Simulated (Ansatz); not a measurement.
**Cost against result**

Saddle point of GePH7O, singlet (GeH₄O ([OH][GeH3]) + PH₃ → GePH₅ ([PH2][GeH3]) + H₂O; bonds formed: Ge1–P7, O2–H6; bonds broken: Ge1–O2, H6–P7), PBE0-D4/def2-TZVP structure:

```
atom    x (Å)    y (Å)    z (Å)
 Ge1  -0.2081  -1.2059  -0.0449
  O2   1.4246  -0.1555   0.2601
  H3   0.7224  -2.4601  -0.1775
  H4  -1.0538  -1.4448   1.2058
  H5  -0.8872  -1.0899  -1.4172
  H6   0.9903   0.8823   0.1238
  P7  -0.6734   1.5119   0.1106
  H8   2.1998  -0.4015  -0.2591
  H9  -1.2961   2.1290  -0.9901
 H10  -1.2183   2.2347   1.1885
```

Barriers are electronic and count from the start structure reached by relaxing down the imaginary mode.

Computed with Ansatz 0.2.0 (basis: as named in each row); correlated methods freeze the cores. Filled d shells of the heavier atoms are correlated. The def2 sets are not built for correlating such inner shells, so the correlated values are less sure here. B3LYP uses VWN-RPA correlation. Extrapolation: Hartree–Fock as exp(−7.88 √X), correlation as X^−2.97.

Times are rough, for one single point on 4 threads of a shared host (Arm Neoverse V2).

The estimate by CCSD(T) at an estimated basis limit (MP2 extrapolated from triple and quadruple zeta, plus CCSD(T) − MP2 in triple zeta) is 212.9 kJ/mol.

```
      method       basis  time (s)  barrier (kJ/mol)  method less estimate
          HF      STO-3G   under 1             323.5                 110.6
      PBE-D4      STO-3G   under 1             179.2                 -33.7
       SPW92    def2-SVP   under 1             125.7                 -87.2
      PBE-D4    def2-SVP   under 1             159.1                 -53.8
    B3LYP-D4       6-31G   under 1             134.9                 -78.0
       SPW92  def2-TZVPP   under 1             138.0                 -75.0
     PBE0-D4    def2-SVP   under 1             175.3                 -37.6
     BLYP-D4  def2-TZVPP         1             192.8                 -20.1
      PBE-D4  def2-TZVPP         2             169.2                 -43.8
    B3LYP-D4  def2-TZVPP         2             203.6                  -9.4
    BHLYP-D4  def2-TZVPP         2             222.4                   9.4
     PBE0-D4  def2-TZVPP         2             184.9                 -28.0
CAM-B3LYP-D4  def2-TZVPP         2             211.4                  -1.5
     CCSD(T)    def2-SVP         3             225.0                  12.1
   r2SCAN-D4  def2-TZVPP         3             186.4                 -26.5
  RPA on PBE  def2-TZVPP         3             221.9                   8.9
  r2SCAN0-D4  def2-TZVPP         4             196.2                 -16.8
      B2PLYP  def2-TZVPP         4             211.8                  -1.2
     wB97M-V    def2-SVP         4             194.9                 -18.0
    PBE-QIDH  def2-TZVPP         4             201.2                 -11.8
     wB97X-V  def2-TZVPP         6             210.9                  -2.0
     wB97M-V  def2-TZVPP         6             207.4                  -5.5
      B97M-V  def2-TZVPP         7             206.2                  -6.7
         MP2  def2-QZVPP        15             208.7                  -4.3
     CCSD(T)  def2-TZVPP        81             216.0                   3.1
```

All methods are single points on the PBE0-D4 structures.

T1 diagnostic: at most 0.013.

Labels in which every atom is bracketed show which atoms are joined, not bond orders.
